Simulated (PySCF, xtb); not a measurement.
CH4F2OSSi, SMILES CS[Si](O)(F)F. One conformer was computed; it need not be the lowest.

Harmonic wavenumbers (cm⁻¹) from GFN2-xTB (xtb 6.7.1) at its own minimum, in rising order: 29, 115, 133, 162, 189, 231, 260, 275, 300, 539, 717, 769, 848, 880, 946, 964, 987, 1319, 1447, 1452, 3045, 3056, 3067, 3621.

### Question
What does B3LYP-D3(BJ)/def2-SVP (PySCF 2.14.0) give at its own minimum? (Estimate from the structure and the level; the computed values follow.)

### Answer
42, 119, 143, 198, 207, 270, 325, 329, 358, 543, 691, 773, 877, 942, 970, 982, 989, 1334, 1449, 1463, 3057, 3164, 3175, 3862. Paired by order, the mean absolute difference is 40 cm⁻¹ and the zero-point energies are 36.2 and 37.5 kcal/mol.
